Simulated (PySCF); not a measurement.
# One molecule, several mistakes: AlCH6OSi

These are calculations, not measurements. The program is PySCF 2.14.0, an open-source quantum chemistry code, run on an isolated molecule that a program drew, which may never have been made. The molecule is AlCH6OSi (charge 0, doublet), drawn as the SMILES string `[AlH2][O][CH][SiH3]`.

Each row is a Hartree-Fock (HF) and frozen-core CCSD(T) single point in the cc-pV(D+d)Z basis, meant for a local HF minimum. Run 1 is clean. Each other run has one planted mistake out of seven kinds, and not every kind appears here: one electron removed, one electron added, multiplicity raised by two, geometry at a saddle point, minimal basis STO-3G, one bond length entered in bohr, all coordinates scaled. The reference is restricted for singlets and unrestricted otherwise, and also for a bond in bohr. Adding or removing an electron swaps singlet and doublet. Electrons count all cores. HOMO and LUMO are orbital energies over both spins, the gradient is its largest component, and the lowest frequency (negative if imaginary) is given only where the gradient is small. Bond lengths are over the 9 bonds as drawn. T1 is the CCSD diagnostic: over 0.02 (restricted) or 0.045 (unrestricted) a single reference is doubtful.

Geometry of the clean run:
```xyz
10
AlCH6OSi, angstrom
Al    0.4330   -0.6606   -1.2700
O    -0.9439   -0.0076   -0.5443
C    -1.5278    0.6511    0.4785
Si   -0.5923    1.2299    1.9781
H     1.8214   -0.5305   -0.5407
H     0.2258   -1.3684   -2.6543
H    -2.5941    0.8073    0.3379
H     0.4822    2.1872    1.6128
H    -1.5570    1.8935    2.8848
H     0.0525    0.0945    2.6850
```

```
run  electrons  basis functions  <S^2>  HOMO (eV)  LUMO (eV)  gradient (hartree/bohr)  lowest frequency (cm^-1)  mean bond (Å)  longest bond (Å)      T1  HF (hartree)  CCSD(T) (hartree)                          mistake
  1         47              104  0.761      -8.75       1.46                  9.9e-06                        40         1.5085             1.860  0.0184    -647.07306         -647.60748                         no fault
  2         46              104  0.000     -16.00      -5.50                  1.1e-01                         -         1.5085             1.860  0.0216    -646.81320         -647.34304             one electron removed
  3         48              104  0.000      -0.10       5.88                  5.7e-02                         -         1.5085             1.860  0.0426    -647.01371         -647.60692               one electron added
  4         47               34  0.763      -5.46       8.17                  3.9e-02                         -         1.5085             1.860  0.0202    -639.33207         -639.53531             minimal basis STO-3G
  5         47              104  1.575      -8.58       0.98                  1.2e-02                         -         1.6636             2.964  0.0549    -646.97090         -647.49642  one bond length entered in bohr
  6         47              104  3.784      -4.39      -1.93                  9.1e-02                         -         1.5085             1.860  0.0735    -646.86987         -647.40099                                ?
```

**Which mistake was planted in run 6, and what did it cost?**

Electrons, basis and geometry are unchanged, and <S^2> is 3.784, beside S(S+1) = 3.75 for a multiplicity of 4. So the mistake is: multiplicity raised by two. Subtracting run 1 and multiplying by 627.51 kcal/mol a hartree, the energy moved by 127.5 kcal/mol in HF and 129.6 kcal/mol in CCSD(T).

Cautions from the logs. Run 2: T1 is over the limit, so its CCSD(T) energy is less reliable; run 3: T1 is over the limit, so its CCSD(T) energy is less reliable and the added electron raises the CCSD(T) energy, so it isn't bound in this basis; run 5: T1 is over the limit, so its CCSD(T) energy is less reliable; run 6: T1 is over the limit, so its CCSD(T) energy is less reliable.
